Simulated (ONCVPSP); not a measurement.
Configuration tests for Fe (ONCV)

iron, optimised norm-conserving Vanderbilt (ONCV), made with ONCVPSP 4.0.1 (Wu-Cohen, scalar-relativistic). Core [Ne], reference 3s2 3p6 3d6 4s1.5 (charge +0.5). Waves: 3s+4s: rc 1.10 bohr, ncon 5, nbas 8, qcut 13.8 1/bohr, 2 projectors; 3p: rc 0.90 bohr, ncon 4, nbas 7, qcut 10.5 1/bohr, 2 projectors, debl 2.1 Ha; 3d: rc 1.85 bohr, ncon 4, nbas 9, qcut 6.9 1/bohr, 1 projector. Local part: polynomial inside 0.90 bohr (lpopt 5, dvloc0 0 Ha). Core correction: polynomial model core, fcfact 0.6.

In the p channel the program set the typed energies aside and used -2.354, 0.250 Ha.

Energies are relative to the spin-unpolarised reference configuration 3s2 3p6 3d6 4s1.5; without spin polarisation the order of configurations can differ from experiment.

Question: Give the all-electron excitation energy and the error of the potential for: 3s2 3p6 3d6 4s2; 3s2 3p6 3d6 4s1; 3s2 3p6 3d6 4s0; 3s1 3p6 3d6 4s2.

Answer:

```tsv
valence configuration	charge	ΔE all-electron (eV)	error AE − PS (meV)
3s2 3p6 3d6 4s2	0	-3.503	+1.3
3s2 3p6 3d6 4s1	+1	5.258	+1.2
3s2 3p6 3d6 4s0	+2	21.350	+17
3s1 3p6 3d6 4s2	+1	98.177	-629
```
